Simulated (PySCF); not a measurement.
Se(SH)(SeH) (H2SSe2), SMILES S[Se][SeH]. The structure is a stationary point at r2SCAN-D4/def2-SVP. One conformer was computed; it need not be the lowest.

Computed equilibrium geometry at r2SCAN-D4/def2-SVP (PySCF confirms it by a frequency run) as a Z-matrix (one conformer of several):
```
Se
S 1 2.2202
H 2 1.3560 1 97.47
Se 1 2.3428 2 106.61 3 86.86
H 4 1.4770 1 96.48 2 86.45
```
Charge 0, spin multiplicity 1.
